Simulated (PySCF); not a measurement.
# 1,1-dichloropentane, C5H10Cl2

Geometry (Å), atoms numbered from 1 in this order:
```xyz
17

C    -2.871    0.422    0.412
C    -1.623   -0.164   -0.227
C    -0.333    0.344    0.403
C     0.910   -0.241   -0.250
C     2.208    0.225    0.370
Cl    3.592   -0.633   -0.355
Cl    2.421    1.990    0.197
H    -3.787    0.043   -0.066
H    -2.927    0.172    1.483
H    -2.882    1.521    0.330
H    -1.653   -1.266   -0.162
H    -1.612    0.070   -1.306
H    -0.295    1.444    0.336
H    -0.332    0.103    1.482
H     0.898   -1.341   -0.173
H     0.938    0.001   -1.325
H     2.249    0.021    1.448
```

Computed with TDDFT CAM-B3LYP/aug-cc-pVDZ excited states, vertical, gas phase (PySCF 2.14.0). Geometry: PBE0-D3(BJ)/def2-SVP.

(1) Give the one- and two-photon strengths of the lowest singlets.

## Answers

(1) δ for parallel linear polarisation; σ at the peak of a Lorentzian of half width 0.1 eV, single beam; Ω is circular over linear.
```
state  E (eV)      f  photon λ (nm)  δ (au)  σ (GM)     Ω                                    main
   S1    7.03  0.001            353    5.06    0.09  0.37    HOMO→LUMO+4 0.35, HOMO−1→LUMO+4 0.22
   S2    7.08  0.016            350    0.53    0.01  1.29    HOMO−1→LUMO+4 0.35, HOMO→LUMO+4 0.22
   S3    7.39  0.001            335       5    0.10  1.41  HOMO−2→LUMO+4 0.28, HOMO−3→LUMO+4 0.14
   S4    7.58  0.010            327    6.51    0.14  1.22  HOMO−3→LUMO+4 0.19, HOMO−2→LUMO+4 0.10
   S5    7.87  0.032            315    19.8    0.45  1.42        HOMO→LUMO 0.30, HOMO−1→LUMO 0.13
   S6    7.92  0.027            313    12.3    0.28  1.50    HOMO−1→LUMO 0.29, HOMO−1→LUMO+3 0.14
```

Among these, the strongest one-photon state is S5, the strongest two-photon state S5, with a dipole change of 6.6 D (relaxed, norm of the difference vector).
